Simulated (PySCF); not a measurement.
## Excitation energy of Tl by level of theory

Tl [Xe] 4f14 5d10 6s2 6p1 (2P) → Tl [Xe] 4f14 5d10 6s2 7s1 (2S), as a difference of total energies. Calculation: PySCF 2.14, in aug-cc-pwCVDZ-PP with ECP60MDF; a scalar-relativistic core potential. Correlated levels: valence and next inner shell: nothing frozen outside the core potential. The calculations carry no spin-orbit coupling.

```tsv
method	excitation energy (eV)	error (eV)
UHF	2.477	-0.162
MP2 (valence and next inner shell)	2.426	-0.213
SCS-MP2 (valence and next inner shell)	2.384	-0.255
CCSD (valence and next inner shell)	2.475	-0.164
CCSD(T) (valence and next inner shell)	2.466	-0.173
```

Reference: 2.639 eV (measured; NIST levels, between the centres of gravity of the two terms).

Errors of the correlated levels include the incompleteness of this basis.
